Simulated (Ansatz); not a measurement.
System: KI, charge 0, multiplicity 1. 
Structure (B3LYP-D3(BJ)/def2-TZVP (Ansatz, a quantum-chemistry and plane-wave program) minimum search):
SMILES: [I][K]
```xyz
2

K      0.0000     0.0000    -2.2761
I      0.0000     0.0000     0.8160
```

Dipole moments at this geometry, in debye (magnitudes).

| level | program | dipole (D) |
|---|---|---|
| r2SCANh/def2-TZVPD | Ansatz | 11.32 |
| r2SCAN0/def2-TZVPD | Ansatz | 11.39 |
| CAM-B3LYP/def2-TZVPD | Ansatz | 11.28 |
| LC-wPBE/def2-TZVPD | Ansatz | (withheld) |
| CCSD(T)/def2-SVPD | Ansatz | (withheld) |

Q: Fill in the missing entries.

A: 
- LC-wPBE/def2-TZVPD, dipole (D): 11.52
- CCSD(T)/def2-SVPD, dipole (D): 11.77
